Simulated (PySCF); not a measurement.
# Ru (ruthenium, neutral) across methods

[Kr] 4d8, high-spin 3F determinant (an excited configuration). Calculation: PySCF 2.14, in ANO-RCC-VTZP (7s6p4d2f1g, 68 functions); the spin-free X2C one-electron Hamiltonian (Gaussian nucleus).

```
method  E (hartree)  mean ε 4p β (eV)  mean ε 4d α (eV)  mean ε 4d β (eV)  Σ⟨r²⟩ (bohr²)   ⟨S²⟩
  BLYP     -4530.32           -42.637            -3.299            -2.471          48.20  2.002
r2SCAN     -4530.15           -43.430            -3.431            -2.466          47.16  2.003
   PBE     -4529.77           -42.649            -3.393            -2.462          47.78  2.002
 B97-3     -4529.85           -45.815            -4.640            -3.701          47.10  2.003
   LDA     -4525.11           -43.026            -3.677            -2.716          48.10  2.001
   UHF  -4527.76999           -53.359            -7.925            -6.384          46.05  2.006
  PBE0     -4529.83           -45.562            -4.673            -3.625          47.08  2.002
 B3LYP     -4530.22           -45.141            -4.476            -3.548          47.59  2.003
```
